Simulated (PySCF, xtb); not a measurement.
SeCl2, SMILES Cl[Se]Cl.

GFN2-xTB (xtb 6.7.1) at its own geometry gives an orbital gap of 2.84 eV and a dipole moment of 0.03 D.

Geometry optimised at ωB97X-D3(BJ)/def2-TZVP. The isomer is the one that the SMILES or the coordinates give; other isomers of the formula were not compared.

Q: What does M06-2X/def2-TZVPD in PySCF give? (Estimate from the structure and the level; the computed values follow.)

A: gap 6.60 eV (levels -8.20 and -1.60 eV), dipole 1.01 D.
